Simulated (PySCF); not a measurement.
Isomers of C4H11PSSi2, one GFN2-xTB conformer each. Single-point energies are computed at PBE0/pcSseg-1 (PySCF, gas phase, no added dispersion term), electronic only.

```
                   SMILES  GFN2-xTB relative energy (kcal/mol)
      CC#C[SiH2]P[SiH2]SC                                 14.1
C=CC(=C)[Si@@H](P)S[SiH3]                                  0.0
```

Conformers: `[CH3:1][C:2]#[C:3][SiH2:4][PH:5][SiH2:6][S:7][CH3:8]` with C3–Si4–P5–Si6 -74°, Si4–P5–Si6–S7 -171°, P5–Si6–S7–C8 -46°; `[CH2:1]=[CH:2][C:3](=[CH2:4])[Si@@H:5]([PH2:6])[S:7][SiH3:8]` with C1–C2–C3–C4 172°, C2–C3–Si5–P6 62°, C3–Si5–P6–H 106° and 13°, C3–Si5–S7–Si8 74°.

Q: What does PBE0/pcSseg-1 give for the same structures?

A: 
```json
{"SMILES": "C=CC(=C)[Si@@H](P)S[SiH3]", "PBE0/pcSseg-1 E (Eh)": "-1476.79896", "PBE0/pcSseg-1 (kcal/mol)": "0.0", "GFN2-xTB (kcal/mol)": "0.0", "point group": "C1"}
{"SMILES": "CC#C[SiH2]P[SiH2]SC", "PBE0/pcSseg-1 E (Eh)": "-1476.77933", "PBE0/pcSseg-1 (kcal/mol)": "12.3", "GFN2-xTB (kcal/mol)": "14.1", "point group": "C1"}
```

Both levels put the same isomer lowest. As drawn, the lower has a C=C bond outside aromatic rings, which the higher lacks; the higher has a C≡C bond, which the lower lacks.

Q: Which frontier levels, dipoles and rotational constants go with these structures?

A: 
```tsv
SMILES	HOMO (eV, PBE0/pcSseg-1)	LUMO (eV)	dipole (D)	A, B, C (MHz)
C=CC(=C)[Si@@H](P)S[SiH3]	-7.13	-1.26	2.13	1283, 678.8, 509.0
CC#C[SiH2]P[SiH2]SC	-6.71	-0.33	2.57	1516, 436.5, 383.0
```
